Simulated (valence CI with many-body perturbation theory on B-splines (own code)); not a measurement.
# Hg⁷²⁺: E2, E3, M1, M2 decay

Level of theory: configuration interaction combined with many-body perturbation theory (CI+MBPT): six valence electrons over a frozen Dirac-Fock core [He], radial functions for each j: 9 s, 9 p, 8 d, 6 f, 3 g, 1 h, with the one-electron correlation potential Σ1 (screened to all orders), the two-electron term Σ2, the three-electron term Σ3, Breit, model QED; selected single and double excitations, second order for the rest, scaled by the run's own slope (own B-spline code, finite nucleus).

The last digits are not significant, and no measured levels were compared; by estimate large intervals hold to a few tenths of a per cent, small ones and those within an open d or f shell to about a per cent. Among the levels kept, up to 1900 cm⁻¹ of a level comes from second order outside the variational space, and about a tenth of that is noise between levels of different J, which matters for small intervals.

Lines 1 to 39 of 39 in falling wavelength, among levels below 12815 eV, chosen from the decays that carry over 1 % of a level's rate. Wavelengths and rates use the calculated energies. Electric multipoles are in the length gauge with retardation, E1 and E2 with the static RPA response of the core. M1 uses the relativistic operator with retardation. Weak lines are less certain than strong ones. Lines between different terms over intervals too small for the method are left out, as are lines whose strength nearly cancels. The highest levels of a list are the least certain.

Levels are named by their leading jj configuration (3d3/2^4 stands for four electrons in 3d with j = 3/2), which in mixed levels can hold well under half, so a name can repeat and another be missing. Letters in brackets count levels of one name in rising energy.

| λ vac (nm) | Upper | Lower | Type | A (s⁻¹) | Branch % |
| --- | --- | --- | --- | --- | --- |
| 18.07 | (2s^2 2p1/2^2 2p3/2^2) J=0 | (2s^2 2p1/2^2 2p3/2^2) J=2 | E2 | 1.10e+02 | 100.0 |
| 0.6377 | (2s^2 2p1/2 2p3/2^3) J=1 | (2s^2 2p1/2^2 2p3/2^2) J=0 | M1 | 2.26e+10 | 26.8 |
| 0.6222 | (2s^2 2p1/2 2p3/2^2 3p1/2) J=1 [a] | (2s^2 2p1/2^2 2p3/2 3p1/2) J=1 | M1 | 6.01e+10 | 4.8 |
| 0.6200 | (2s^2 2p1/2 2p3/2^2 3p1/2) J=2 [a] | (2s^2 2p1/2^2 2p3/2 3p1/2) J=2 | M1 | 5.70e+10 | 2.5 |
| 0.6160 | (2s^2 2p1/2 2p3/2^3) J=1 | (2s^2 2p1/2^2 2p3/2^2) J=2 | M1 | 6.13e+10 | 72.7 |
| 0.6103 | (2s^2 2p1/2 2p3/2^3) J=2 | (2s^2 2p1/2^2 2p3/2^2) J=2 | M1 | 3.66e+10 | 97.8 |
| 0.6103 | (2s^2 2p1/2 2p3/2^3) J=2 | (2s^2 2p1/2^2 2p3/2^2) J=2 | E2 | 6.56e+08 | 1.8 |
| 0.6010 | (2s^2 2p3/2^4) J=0 | (2s^2 2p1/2 2p3/2^3) J=1 | M1 | 1.52e+11 | 55.6 |
| 0.5974 | (2s^2 2p1/2 2p3/2^2 3p1/2) J=1 [b] | (2s^2 2p1/2^2 2p3/2 3p1/2) J=2 | M1 | 3.25e+10 | 1.3 |
| 0.1217 | (2s^2 2p1/2^2 2p3/2 3p1/2) J=1 | (2s^2 2p1/2^2 2p3/2^2) J=0 | M1 | 3.87e+10 | 1.6 |
| 0.1217 | (2s^2 2p1/2^2 2p3/2 3p1/2) J=2 | (2s^2 2p1/2^2 2p3/2^2) J=0 | E2 | 8.09e+11 | 20.8 |
| 0.1213 | (2s^2 2p1/2 2p3/2^2 3p1/2) J=1 [a] | (2s^2 2p1/2 2p3/2^3) J=2 | E2 | 4.28e+11 | 33.9 |
| 0.1213 | (2s^2 2p1/2 2p3/2^2 3p1/2) J=1 [a] | (2s^2 2p1/2 2p3/2^3) J=2 | M1 | 2.00e+10 | 1.6 |
| 0.1212 | (2s^2 2p1/2 2p3/2^2 3p1/2) J=2 [a] | (2s^2 2p1/2 2p3/2^3) J=2 | M1 | 6.34e+10 | 2.8 |
| 0.1212 | (2s^2 2p1/2 2p3/2^2 3p1/2) J=2 [a] | (2s^2 2p1/2 2p3/2^3) J=2 | E2 | 3.80e+10 | 1.7 |
| 0.1211 | (2s^2 2p1/2 2p3/2^2 3p1/2) J=1 [a] | (2s^2 2p1/2 2p3/2^3) J=1 | E2 | 4.27e+11 | 33.8 |
| 0.1211 | (2s^2 2p1/2 2p3/2^2 3p1/2) J=1 [a] | (2s^2 2p1/2 2p3/2^3) J=1 | M1 | 1.01e+11 | 8.0 |
| 0.1210 | (2s^2 2p1/2 2p3/2^2 3p1/2) J=3 | (2s^2 2p1/2 2p3/2^3) J=2 | E2 | 2.52e+12 | 80.8 |
| 0.1210 | (2s^2 2p1/2 2p3/2^2 3p1/2) J=2 [a] | (2s^2 2p1/2 2p3/2^3) J=1 | E2 | 1.99e+12 | 87.4 |
| 0.1209 | (2s^2 2p1/2^2 2p3/2 3p1/2) J=1 | (2s^2 2p1/2^2 2p3/2^2) J=2 | E2 | 2.15e+12 | 90.4 |
| 0.1209 | (2s^2 2p1/2^2 2p3/2 3p1/2) J=1 | (2s^2 2p1/2^2 2p3/2^2) J=2 | M1 | 1.00e+11 | 4.2 |
| 0.1209 | (2s^2 2p1/2^2 2p3/2 3p1/2) J=2 | (2s^2 2p1/2^2 2p3/2^2) J=2 | E2 | 2.96e+12 | 76.0 |
| 0.1209 | (2s^2 2p1/2^2 2p3/2 3p1/2) J=2 | (2s^2 2p1/2^2 2p3/2^2) J=2 | M1 | 6.03e+10 | 1.5 |
| 0.1208 | (2s^2 2p1/2 2p3/2^2 3p1/2) J=3 | (2s^2 2p1/2 2p3/2^3) J=1 | E2 | 4.20e+11 | 13.5 |
| 0.1205 | (2s^2 2p1/2 2p3/2^2 3p1/2) J=2 [b] | (2s^2 2p1/2 2p3/2^3) J=2 | E2 | 1.43e+12 | 34.5 |
| 0.1205 | (2s^2 2p1/2 2p3/2^2 3p1/2) J=2 [b] | (2s^2 2p1/2 2p3/2^3) J=2 | M1 | 4.62e+10 | 1.1 |
| 0.1203 | (2s^2 2p1/2 2p3/2^2 3p1/2) J=1 [b] | (2s^2 2p1/2 2p3/2^3) J=2 | E2 | 1.11e+12 | 43.1 |
| 0.1203 | (2s^2 2p1/2 2p3/2^2 3p1/2) J=1 [b] | (2s^2 2p1/2 2p3/2^3) J=2 | M1 | 5.25e+10 | 2.0 |
| 0.1203 | (2s 2p1/2^2 2p3/2^2 3p1/2) J=0 | (2s 2p1/2^2 2p3/2^3) J=2 | E2 | 2.20e+12 | 8.2 |
| 0.1203 | (2s^2 2p1/2 2p3/2^2 3p1/2) J=2 [b] | (2s^2 2p1/2 2p3/2^3) J=1 | E2 | 3.14e+11 | 7.6 |
| 0.1201 | (2s^2 2p1/2 2p3/2^2 3p1/2) J=1 [b] | (2s^2 2p1/2 2p3/2^3) J=1 | E2 | 1.11e+12 | 43.2 |
| 0.1197 | (2s^2 2p1/2 2p3/2^2 3p1/2) J=0 | (2s^2 2p1/2 2p3/2^3) J=2 | E2 | 2.20e+12 | 54.5 |
| 0.1195 | (2s^2 2p1/2 2p3/2^2 3p1/2) J=0 | (2s^2 2p1/2 2p3/2^3) J=1 | M1 | 6.09e+10 | 1.5 |
| 0.1148 | (2s^2 2p1/2^2 2p3/2 3p3/2) J=2 | (2s^2 2p1/2^2 2p3/2^2) J=0 | E2 | 8.56e+11 | 18.4 |
| 0.1144 | (2s^2 2p1/2^2 2p3/2 3p3/2) J=3 | (2s^2 2p1/2^2 2p3/2^2) J=2 | E2 | 1.67e+12 | 33.5 |
| 0.1144 | (2s^2 2p1/2^2 2p3/2 3p3/2) J=1 | (2s^2 2p1/2^2 2p3/2^2) J=2 | E2 | 1.69e+12 | 33.9 |
| 0.1138 | (2s^2 2p1/2^2 2p3/2 3p3/2) J=0 | (2s^2 2p1/2^2 2p3/2^2) J=2 | E2 | 4.31e+12 | 48.2 |
| 0.1116 | (2s^2 2p1/2^2 2p3/2 3d5/2) J=4 | (2s^2 2p1/2^2 2p3/2^2) J=2 | M2 | 1.32e+11 | 43.5 |
| 0.1116 | (2s^2 2p1/2^2 2p3/2 3d5/2) J=4 | (2s^2 2p1/2^2 2p3/2^2) J=2 | E3 | 9.87e+09 | 3.3 |
